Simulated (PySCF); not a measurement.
This script is equivalent to a calculation on Ne²⁺ (neon, charge +2).

```python
from pyscf import gto, scf, dft, mp, cc
import basis_set_exchange as bse
mol = gto.M(atom="Ne 0 0 0", charge=2, spin=2, symmetry="D2h",
            basis=gto.basis.parse(bse.get_basis("cc-pVTZ-DK", elements=["Ne"], fmt="nwchem", header=False)),
            nucmod="G")
mf = scf.UHF(mol).sfx2c1e()
mf.irrep_nelec = {'Ag': (2, 2), 'B1u': (1, 0), 'B2u': (1, 1), 'B3u': (1, 0)}
mf.kernel()
```

Task: What total energy does it give?

Result: -126.50363 hartree (calculated).

Task: Which occupied shell lies highest, and where?

Result: 2p β, at -64.079 eV.

Task: What is ⟨S²⟩, and what would a pure spin state give?

Result: 2.004, against 2.00.
